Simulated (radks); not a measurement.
Q: Radial electron density D(r) = 4 pi r^2 rho(r) of an atom or ion with 12 electrons. Method: non-relativistic Kohn-Sham, TPSS, spin-polarised, spherical densities, point nucleus; meta-GGA in the generalised Kohn-Sham scheme; computed with a radial shooting solver on a logarithmic mesh with Libxc functionals.

r (bohr),D(r) (e/bohr)
0.002422,11.95
0.00303,17.22
0.003761,24.02
0.004668,32.71
0.005793,43.24
0.00719,55.13
0.008995,67.65
0.01116,77.99
0.01385,84.34
0.0172,84.99
0.02134,80.20
0.02649,73.38
0.03314,70.54
0.04113,76.89
0.05104,90.39
0.06335,100.4
0.07862,94.01
0.09758,68.99
0.1221,37.99
0.1515,20.17
0.188,15.19
0.2334,12.00
0.2896,6.188
0.3595,1.732
0.4497,0.2135
0.5582,0.01156
0.6927,0.0002150

What is the nuclear charge?

A: Z = 68. The innermost maximum, from 1s, lies near 1/Z = 0.0147 bohr (found: 0.0157), and its height grows with Z. The density is that of the erbium ion Er56+ in [Ne] 3s2; the configuration itself is not fixed sharply by these data, and Z only to a few units. D(r) has 2 maxima, at r = 0.0157, 0.0659 bohr, and minima at 0.0321 bohr, inside which lie 2.08 electrons.
